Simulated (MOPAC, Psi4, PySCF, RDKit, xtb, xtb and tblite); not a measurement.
Two geometries of SMILES Oc1cccc(-c2ccccc2)c1, relaxed at GFN2-xTB with one dihedral held; other torsions can differ between them too.

Structure A

```
23

O      3.7086     1.2610     1.0880
C      2.7618     0.5838     0.3791
C      1.4171     0.9313     0.4266
C      0.5016     0.2294    -0.3375
C      0.9146    -0.8080    -1.1509
C      2.2628    -1.1563    -1.2157
C      2.7121    -2.2543    -2.0856
C      1.9825    -3.4378    -2.1696
C      2.4058    -4.4692    -2.9871
C      3.5609    -4.3331    -3.7387
C      4.2925    -3.1596    -3.6649
C      3.8740    -2.1295    -2.8433
C      3.1807    -0.4503    -0.4482
H      3.2853     1.8083     1.7598
H      1.0910     1.7410     1.0662
H     -0.5430     0.5017    -0.2990
H      0.1953    -1.3373    -1.7572
H      1.0894    -3.5555    -1.5732
H      1.8333    -5.3842    -3.0374
H      3.8895    -5.1383    -4.3792
H      5.1926    -3.0466    -4.2518
H      4.4396    -1.2102    -2.8007
H      4.2288    -0.7045    -0.4644
```

Structure B

```
23

O      3.6640     1.3376     1.1059
C      2.8006     0.5530     0.3944
C      3.1483     0.1931    -0.9031
C      2.2920    -0.6006    -1.6426
C      1.0831    -1.0159    -1.1146
C      0.7157    -0.6446     0.1759
C     -0.5703    -1.0758     0.7456
C     -1.7322    -1.0446    -0.0218
C     -2.9410    -1.4476     0.5147
C     -3.0079    -1.8939     1.8239
C     -1.8583    -1.9325     2.5948
C     -0.6498    -1.5242     2.0618
C      1.5830     0.1467     0.9222
H      3.1747     1.8845     1.7306
H      4.0925     0.5278    -1.3018
H      2.5667    -0.8881    -2.6467
H      0.4255    -1.6438    -1.6967
H     -1.6875    -0.6828    -1.0388
H     -3.8354    -1.4122    -0.0904
H     -3.9521    -2.2111     2.2415
H     -1.9036    -2.2846     3.6153
H      0.2473    -1.5732     2.6621
H      1.2990     0.4649     1.9170
```

### Question
Which is lower in energy at the level B3LYP-D3(BJ)/def2-SVP // GFN2-xTB (Psi4 1.11), and by how much?

### Answer
A is lower, by 0.84 kcal/mol (dihedral H14–O1–C2–C3: 15° in A, 150° in B).

E(B) − E(A) in kcal/mol at the other levels, on the same two geometries: GFN2-xTB (xtb and tblite) 1.07; MMFF94 // GFN2-xTB (RDKit) 0.54; B3LYP/def2-SVP // GFN2-xTB (Psi4) 0.85; PBE/def2-SVP // GFN2-xTB (Psi4) 0.98; PBE-D3(BJ)/def2-SVP // GFN2-xTB (Psi4) 0.96; UFF // GFN2-xTB (RDKit) 1.10; PM6, restricted, heats of formation // GFN2-xTB (MOPAC) 0.61; PM7, restricted, heats of formation // GFN2-xTB (MOPAC) 0.46; GFN1-xTB // GFN2-xTB (xtb) 0.81; restricted B3LYP/6-31G*, spherical d, density fitting // GFN2-xTB (PySCF) 0.76; restricted Hartree-Fock/LANL2DZ, density fitting // GFN2-xTB (PySCF) 0.45.
